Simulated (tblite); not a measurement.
Compound: C4H9PSi.
SMILES: `C[Si](C)(C)C#P`

All values are computed: GFN2-xTB (tblite) harmonic vibrations without scaling, gas phase. Against measured fundamentals such values can be off by several per cent, at times by over 20.

Harmonic wavenumbers (cm⁻¹): 79.0, 79.0, 94.2, 110.3, 111.7, 171.2, 171.3, 181.1, 268.4, 268.7, 499.1, 666.2, 741.1, 741.2, 787.7, 791.9, 792.0, 858.9, 859.2, 866.1, 1375.0, 1375.0, 1377.8, 1484.8, 1490.4, 1490.5, 1491.6, 1491.7, 1498.1, 1590.2, 3033.8, 3034.1, 3039.4, 3041.0, 3042.9, 3043.1, 3044.0, 3048.6, 3048.8.

A = 3044, B = 1198, C = 1198 MHz; mass 116.021 u (most abundant isotopes); point group C3v, symmetry number 3.

Problem. Zero-point energy?

Solution. ½Σν̃ = 25590 cm⁻¹ = 306.12 kJ/mol.

Problem. What is S at 298.15 K and 1 bar for an ideal gas of classical rigid rotors and harmonic oscillators?

Solution. Translation 168.14, rotation 110.90, vibration 130.05: S = 409.1 J/(mol K).

Problem. And Cp and H(298.15 K) − H(0)?

Solution. Cp = 146.33 J/(mol K), of which vibrations give 113.07 (their classical limit is 39 R = 324.3); H(298.15 K) − H(0) = 29.57 kJ/mol without the zero-point energy, 19.66 from vibrations.

Problem. Which modes carry the vibrational entropy at 298.15 K?

Solution. 79.0 cm⁻¹: 16.38; 79.0 cm⁻¹: 16.38; 94.2 cm⁻¹: 14.94; 110.3 cm⁻¹: 13.66; 111.7 cm⁻¹: 13.55; 171.2 cm⁻¹: 10.13 J/(mol K); the other 33 give 45.00 together.

Problem. What must be added to the electronic energy to get the Gibbs energy at 298.15 K and 1 bar?

Solution. ZPE + [H(298.15 K) − H(0)] − T·S = 306.12 + 29.57 − 121.97 = 213.72 kJ/mol.

Problem. Blend soft modes into free rotors: weight 1/[1 + (100 cm⁻¹/ν̃)⁴] for the oscillator and the rest for a rotor with moment μB/(μ + B), μ = h/(8π²ν), B = 10⁻⁴⁴ kg m². What vibrational entropy results?

Solution. 121.81 J/(mol K) in place of 130.05, which changes −T·S at 298.15 K by +2.45 kJ/mol.

Problem. How do the functions run with temperature in this model?

Solution. 
```csv
T (K),S (J/(mol K)),Cp (J/(mol K)),H − H(0) (kJ/mol),G − H(0) (kJ/mol),ln q(vib)
50,232.0,61.1,2.12,-9.48,0.39
100,284.4,89.9,5.98,-22.46,1.82
373.15,444.1,165.9,41.29,-124.41,9.64
500,496.8,194.8,64.22,-184.16,12.67
750,584.4,237.6,118.60,-319.67,18.01
1000,657.1,267.8,181.98,-475.11,22.74
```

q(vib) and H(0) count from the zero-point level.

Hindered rotation and anharmonicity are outside this model.

Time: 0.5 s of wall time. Hardware: Arm Neoverse V1, one thread, shared host. This covers the Hessian and the dipole derivatives.
